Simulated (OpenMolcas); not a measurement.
Ions of charge +3 along the 3d row with 6 water ligands in octahedral coordination

```
Program             : OpenMolcas
Method              : SS-CASPT2, IPEA 0.25 Eh, imaginary shift 0.1 Eh
Spin-orbit coupling : RASSI with atomic mean-field integrals over the reference wave functions
```

The d shell is active; CASPT2 correlates the ligand valence shells and the outer metal core. Anionic complexes are neutralised by point charges behind the ligands. Distances were set from a Shannon-type radius of the metal (high-spin where two are listed) plus a fixed donor radius (H2O 1.36 Å). Ligand basis ANO-RCC-VDZP, DKH2 Hamiltonian. States (labels of O, taken over from Oh, the nearest higher group). Energies in cm-1 above the lowest state or level, χT in cm3 K/mol; under a threefold ground state the first gap can be a small split of the lowest multiplet, not the spin-orbit step; 10Dq and B are least-squares fits to the states below 45000 cm-1, weighted by degeneracy, with a free offset, and given where the rms deviation is under 5 % of |10Dq| (or 100 cm-1) and under 700 cm-1. Spin-only χT is S(S+1) / 2 for the spin of the ground state.

```
 Ion  Shell  R (Å)   Metal basis  Ground state  First state of that spin   10Dq  B (rms of fit)  First gap with spin-orbit (degeneracies)  χT at 300 K  First state of another spin  Spin-only χT
Ti3+    3d1   2.03  ANO-RCC-VTZP           2T2                  2E 18030  18029                                                210 (4, 2)        0.453                                      0.375
 V3+    3d2      2  ANO-RCC-VTZP           3T1                 3T2 16140  17652       777 (232)                                  5 (2, 3)        0.898                    1T2 10480         1.000
Cr3+    3d3   1.98  ANO-RCC-VDZP           4A2                 4T2 16280  16281       858 (298)                              15210 (4, 4)        1.835                     2E 15300         1.875
Mn3+    3d4      2  ANO-RCC-VDZP            5E                 5T2 14930                                                        13 (1, 3)        2.952                     3T1 8290         3.000
Fe3+    3d5      2  ANO-RCC-VDZP           6A1                                                                               18830 (6, 2)        4.384                    4T1 19060         4.375
Co3+    3d6   1.97  ANO-RCC-VDZP           5T2                  5E 14000                                                       250 (3, 2)        4.119                     1A1 2940         3.000
Ni3+    3d7   1.96  ANO-RCC-VTZP           4T1                 4T2 11340                                                       440 (2, 4)        3.337                      2E 2330         1.875
```

The rows also differ in their metal basis, so part of each step comes from that.

Among the 3 ions with a close fit, |10Dq| is smallest for Cr3+ (16281 cm-1) and largest for Ti3+ (18029 cm-1). The error differs from ion to ion, so this order need not be the real one.

B goes from 777 cm-1 (V3+) to 858 cm-1 (Cr3+).

Every ion keeps the highest spin of its shell. χT departs most from the spin-only value for Ni3+, by +1.462 cm3 K/mol.

Roots that are degenerate in the reference are averaged as groups; the widest CASPT2 spread within a group is 2900 cm-1 (the 3-fold group of multiplicity 2 near 36600 cm-1 above the lowest state of its run, Ni3+). Shifts and gaps below about the spread of the groups concerned are not significant. Over all roots computed the reference weight is 0.71 in Ti3+, 0.70 to 0.71 in V3+, 0.70 to 0.71 in Cr3+, 0.69 to 0.71 in Mn3+, 0.68 to 0.71 in Fe3+, 0.65 to 0.71 in Co3+, 0.61 to 0.71 in Ni3+; the roots of lowest weight are the least certain, and an intruder state may touch them. Ligand-to-metal charge-transfer states are missing. With one d shell and no ligand orbital active, 10Dq can be off by a tenth or more. An orbital triplet at a regular site is open to Jahn-Teller coupling, which can distort the site and quench the lowest spin-orbit gaps and is left out (holds for Ti3+; V3+; Co3+; Ni3+). With no ligand orbital active B as a rule stays too high, so bands that hang on it stand too high and its fall with covalency is understated (holds for V3+; Cr3+; Mn3+; Fe3+; Co3+; Ni3+). An orbital doublet at a regular site is open to a Jahn-Teller distortion, which this geometry leaves out (holds for Mn3+). This shell can be high or low spin here, a state of another spin lies low, and with metal d orbitals alone active their balance is uncertain, so the ground spin may be wrong (holds for Mn3+; Co3+; Ni3+). These CASPT2 states fit no ligand-field parameters well, so their order and spin gaps are uncertain (holds for Mn3+; Fe3+; Co3+; Ni3+). A single d shell leaves out the double-shell effect, which counts most for late 3d ions, where the CASPT2 field can be off either way by tens of per cent (holds for Co3+; Ni3+). No measured value stands beside these numbers; the geometry is a model, was not optimised and need not be the one that this ion takes.
